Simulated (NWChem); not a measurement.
# C2H4Cl2; SMILES C(Cl)(Cl)C

Program: NWChem. Structure relaxed at the PBE0/def2-SVP level.

For level PBE0/def2-TZVPD:

```yaml
highest occupied level (eV): -8.68
orbital gap (eV): 8.39
```

### Question
How do the values read with level CAM-B3LYP/def2-TZVPD instead?

### Answer
| Property | Result |
|---|---|
| highest occupied level (eV) | -10.07 |
| orbital gap (eV) | 10.76 |
